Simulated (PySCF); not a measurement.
HO3, SMILES OO[O], multiplicity 2. Coordinates come from a TPSSh-D3(BJ)/def2-TZVP optimisation. Other conformers were not sampled.

Computed equilibrium geometry at TPSSh-D3(BJ)/def2-TZVP (PySCF confirms it by a frequency run) as Cartesian coordinates in Å, and its point group (one conformer of several):
point group Cs.
```xyz
4

O     -0.2832    -1.1506     0.0000
O      0.5016     0.2092     0.0000
H      0.4887    -1.7454     0.0000
O     -0.2795     1.1595     0.0000
```
Charge 0, spin multiplicity 2.
